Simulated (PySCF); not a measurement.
A GIAO shielding run with PySCF 2.14 (density fitting, non-relativistic, gas phase) on `C#CCC1CCCC1`, C8H12:

```
$ OMP_NUM_THREADS=1 python probes_run.py task.json out

{"job": {"kind": "nmr", "xc": "PBE0", "basis": "pcSseg-1"}, "charge": 0, "multiplicity": 1}
C      2.956280     0.147852     1.540970
C      2.471844    -0.080335     0.453898
C      1.859268    -0.342263    -0.843185
C      0.338302    -0.132923    -0.857655
C     -0.419973    -1.091850     0.078375
C     -1.627769    -0.291928     0.556437
C     -1.037852     1.100254     0.767761
C     -0.104431     1.292091    -0.433314
H      3.398421     0.346239     2.499273
H      2.331395     0.311504    -1.596413
H      2.093208    -1.377220    -1.147264
H      0.011774    -0.316275    -1.894128
H      0.217513    -1.336323     0.945018
H     -0.682292    -2.041198    -0.413174
H     -2.401460    -0.260585    -0.230721
H     -2.097391    -0.711459     1.459263
H     -0.448551     1.105495     1.699627
H     -1.796688     1.892479     0.855819
H      0.755517     1.933279    -0.186607
H     -0.639615     1.781433    -1.262099
```

Hardware: 1 thread of an Arm Neoverse N1, shared host. The job also computes population analyses, field gradients, ring-centre shieldings.

Question: How large is the calculation?

Answer: 60 electrons, 196 basis functions and 1008 auxiliary functions.

Question: How long does it take?

Answer: 53 s of wall time, with 14 SCF cycles and 5 response iterations. Times on a shared host scatter by some tens of per cent.

Question: And these other runs on the same molecule and hardware: GIAO shielding at KT2/pcSseg-1?

Answer: KT2/pcSseg-1: 196 functions, 72 s.
